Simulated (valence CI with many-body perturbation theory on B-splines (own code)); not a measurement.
# Gd²⁵⁺: M1 decay

Method: relativistic CI+MBPT: three valence electrons over a frozen Dirac-Fock core [Kr], radial functions for each j: 7 s, 7 p, 8 d, 6 f, 4 g, 1 h, with the one-electron correlation potential Σ1 (screened to all orders), the two-electron term Σ2, the three-electron term Σ3, Breit, model QED; selected single and double excitations, second order for the rest, scaled by the run's own slope (own B-spline code, finite nucleus).

No measured levels were compared; by estimate terms of the open shell hold to 2 to 4 % of their energy, and close levels can change places. The list stops below the first excitations out of the core.

Lines 51 to 66 of 66 in falling wavelength, among levels below 94.737 eV, chosen from the decays that carry over 1 % of a level's rate. Wavelengths and rates use the calculated energies, so an error of 3000 cm⁻¹ moves a line at 816.3 Å by 2.4 % and its rate by three times that or more. Weak lines are less certain than strong ones. Lines between different terms over intervals too small for the method are left out, as are lines whose strength nearly cancels. The highest levels of a list are the least certain.

Levels are named by their leading jj configuration (3d3/2^4 stands for four electrons in 3d with j = 3/2), which in mixed levels can hold well under half, so a name can repeat and another be missing. Letters in brackets count levels of one name in rising energy.

| λ vac (Å) | Upper | Lower | Type | A (s⁻¹) | Branch % |
| --- | --- | --- | --- | --- | --- |
| 856.8 | (4d5/2^3) J=5/2 | (4d3/2 4d5/2^2) J=3/2 [a] | M1 | 4.77e+03 | 27.8 |
| 816.3 | (4d3/2 4d5/2^2) J=3/2 [b] | (4d3/2^2 4d5/2) J=5/2 [b] | M1 | 1.98e+02 | 2.0 |
| 809.7 | (4d5/2^3) J=9/2 | (4d3/2^2 4d5/2) J=7/2 | M1 | 2.40e+02 | 2.5 |
| 808.3 | (4d3/2 4d5/2^2) J=7/2 [b] | (4d3/2^2 4d5/2) J=5/2 [a] | M1 | 3.02e+02 | 10.9 |
| 754.3 | (4d5/2^3) J=3/2 | (4d3/2^2 4d5/2) J=3/2 | M1 | 7.78e+02 | 8.5 |
| 742.9 | (4d3/2 4d5/2^2) J=3/2 [a] | (4d3/2^3) J=3/2 | M1 | 4.26e+02 | 4.1 |
| 735.8 | (4d5/2^3) J=5/2 | (4d3/2 4d5/2^2) J=7/2 [a] | M1 | 2.34e+03 | 13.6 |
| 718.6 | (4d5/2^3) J=5/2 | (4d3/2^2 4d5/2) J=5/2 [b] | M1 | 1.64e+03 | 9.5 |
| 710.0 | (4d3/2 4d5/2^2) J=1/2 | (4d3/2^3) J=3/2 | M1 | 1.05e+02 | 1.8 |
| 662.8 | (4d5/2^3) J=3/2 | (4d3/2^2 4d5/2) J=5/2 [a] | M1 | 1.75e+03 | 19.1 |
| 651.8 | (4d3/2 4d5/2^2) J=5/2 [a] | (4d3/2^3) J=3/2 | M1 | 2.56e+02 | 6.2 |
| 621.5 | (4d3/2 4d5/2^2) J=3/2 [b] | (4d3/2^2 4d5/2) J=1/2 | M1 | 2.64e+02 | 2.7 |
| 619.1 | (4d3/2 4d5/2^2) J=5/2 [b] | (4d3/2^3) J=3/2 | M1 | 1.58e+02 | 4.6 |
| 583.8 | (4d3/2 4d5/2^2) J=3/2 [b] | (4d3/2^2 4d5/2) J=3/2 | M1 | 5.42e+02 | 5.5 |
| 539.0 | (4d5/2^3) J=5/2 | (4d3/2^2 4d5/2) J=7/2 | M1 | 3.26e+02 | 1.9 |
| 527.5 | (4d3/2 4d5/2^2) J=3/2 [b] | (4d3/2^2 4d5/2) J=5/2 [a] | M1 | 4.70e+02 | 4.7 |
